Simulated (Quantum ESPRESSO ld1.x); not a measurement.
Task: Tm III, 67 electrons, occupied as [Xe] 4f13 (the NIST ground configuration). Method: scalar-relativistic Kohn-Sham, LDA (Slater exchange, Perdew-Zunger correlation), spin-polarised, spherical densities, point nucleus, Perdew-Zunger self-interaction correction; open shells are filled with parallel spins first; computed with ld1.x of Quantum ESPRESSO 7.5. Some entries of the table are withheld. Estimate them.

orbital  occ.  eigenvalue (eV)  r(max) (bohr)  <r^2> (bohr^2)
1s down     1         -59791.6          0.013       0.0005477
1s up       1         -59791.6          0.013       0.0005477
2s up       1         -10116.8          0.072        0.008527
2s down     1         -10116.7          0.072        0.008526
2p up       3         -8977.97          0.058        0.006934
2p down     3         -8977.95          0.058        0.006934
3s up       1         -2298.04          0.203         0.05597
3s down     1         -2297.59          0.203         0.05596
3p up       3         -1945.93          0.200         0.05638
3p down     3         -1945.49          0.200         0.05636
3d up       5         -1517.99          0.164         0.04681
3d down     5         -1517.65          0.164         0.04679
4s up       1         -472.108          0.463          0.2811
4s down     1         -471.228          0.463          0.2812
4p up       3         -355.154          0.486          0.3195
4p down     3         -354.292          0.486          0.3196
4d up       5         -200.341          0.501          0.3817
4d down     5         -199.501          0.501          0.3820
5s up       1         -74.6899           1.09             (1)
5s down     1         -74.2920           1.09             (2)
5p up       3              (3)            (4)           2.471
5p down     3              (5)            (6)           2.485
4f up       7         -29.6753          0.494          0.8089
4f down     6         -28.8716          0.497          0.8251

Result: 
(1) 5s up <r^2> (bohr^2): 1.720
(2) 5s down <r^2> (bohr^2): 1.727
(3) 5p up eigenvalue (eV): -47.1864
(4) 5p up r(max) (bohr): 1.26
(5) 5p down eigenvalue (eV): -46.8963
(6) 5p down r(max) (bohr): 1.26
